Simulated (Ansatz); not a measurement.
Abridged output of a molecular run in Ansatz:

```
Functional definition: HF
1222 factors; integrals over basis functions are off by at most 1.2e-3 eV
mean field evaluation 1: about -97079.3881 eV, gradient 3.4e1 eV
mean field evaluation 2: about -97079.4446 eV, gradient 3.4e1 eV
mean field evaluation 4: about -97082.2271 eV, gradient 3.2e0 eV
mean field evaluation 8: about -97082.2581 eV, gradient 2.1e-4 eV
mean field -97082.25809316 eV, -3567.7071802055 hartree, gradient 7.0e-6 eV, S^2 0.000000; 0 other end points of the search recorded, 0 dependent functions left out
26 core orbitals not correlated: weight in the atoms' cores, before any rotation towards them, 1.000 or more for the frozen orbitals, at most 0.000 for the correlated occupied ones
reference -97082.25809316 eV, -3567.7071802055 hartree; 24, 24 occupied and 79, 79 virtual orbitals, 1222 factors
second order -25.63718070 eV of doubles, -0.00000000 eV of singles
cycle   1  -26.10214760 eV  change   -4.6e-1 eV  update   1.1e-1
cycle   2  -26.70052001 eV  change   -6.0e-1 eV  update   3.0e-2
cycle   3  -26.81789429 eV  change   -1.2e-1 eV  update   1.5e-2
cycle   4  -26.81163193 eV  change    6.3e-3 eV  update   3.1e-3
cycle   5  -26.81073263 eV  change    9.0e-4 eV  update   1.4e-3
cycle   6  -26.81091675 eV  change   -1.8e-4 eV  update   4.4e-4
cycle   7  -26.81069036 eV  change    2.3e-4 eV  update   1.6e-4
cycle   8  -26.81069542 eV  change   -5.1e-6 eV  update   5.1e-5
perturbative correction -0.68329067 eV, -0.0251104689 hartree
Total energy: -97109.75207924 eV, -3568.7175655579 hartree
```

Its atoms:

```xyz
9

C     1.452    0.041    0.067
O     0.347   -0.800   -0.229
Ge   -1.276   -0.178   -0.101
Cl   -1.671    0.480    1.882
Cl   -2.571   -1.757   -0.626
Cl   -1.548    1.475   -1.411
H     2.352   -0.555   -0.086
H     1.429    0.385    1.105
H     1.486    0.909   -0.599
```

Which basis set was used?
A. def2-SVPD
B. def2-SVP
C. def2-TZVPP
D. def2-QZVPP

B. It gives 129 functions.

Write the keys of the input that set method, charge and spin (a neutral closed shell needs none for the last two).


```yaml
correlation: {method: ccsd_t}
```
